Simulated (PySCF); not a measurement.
# Orbital picture of BPb⁻

ωB97X at R = 2.186 Å; B def2-SVPD, Pb def2-SVPD with ECP60; scalar-relativistic core potentials (PySCF 2.14). State: ³Π (triplet), unpaired electrons σ ↑, π ↑. Only the outer orbitals are listed, counted within each symmetry, core potentials removing the inner ones.

```
spin  orbital  occ.  ε (eV)  on B (%)           main shells (%)
   α       5σ     1  -11.78        30           66 Pb s, 27 B s
   α       6σ     1   -6.81        61  55 B s, 24 Pb s, 14 Pb p
   α       7σ     1   -2.40        55           46 B p, 40 Pb p
   α       3π     1   -2.06        42           56 Pb p, 42 B p
   α       3π     1   -1.67        49           50 B p, 48 Pb p
   α       4π     0    5.36        40  33 Pb p, 32 B p, 27 Pb d
   α       4π     0    5.56        32  38 Pb p, 29 Pb d, 25 B p
   β       5σ     1  -10.70        19           79 Pb s, 17 B s
   β       6σ     1   -4.72        55  55 B s, 26 Pb p, 17 Pb s
   β       3π     1   -1.14        15           84 Pb p, 17 B p
   β       3π     0    3.70         6           92 Pb p, 11 B p
   β       7σ     0    4.05        47  37 B s, 28 Pb p, 18 Pb s
```

Question: Which are the highest filled and the lowest empty level, where do they sit, and how wide is the gap?

Answer: Highest filled β 3π at -1.14 eV (in %: 84 Pb p, 17 B p); lowest empty β 3π at 3.70 eV (in %: 92 Pb p, 11 B p); the gap at ωB97X is 4.84 eV. Both belong to one degenerate shell, split only by its one-sided filling, so this is no excitation gap. An empty level above zero is unbound, and its energy depends on the basis.

The bond order (Mayer) is 2.14 and the ⟨S²⟩ is 2.125. The charge on B (Mulliken, basis-dependent) is -0.30. The charge on B (Löwdin, basis-dependent) is -0.70. The dipole moment (positive dipole points towards Pb; it is taken about the centre of mass and depends on that origin) is 4.89 D.

These are scalar-relativistic numbers at best; spin–orbit coupling would shift them, the dissociation energy most. The state is the lowest determinant that a PBE0 search found; another state may lie lower at other levels.
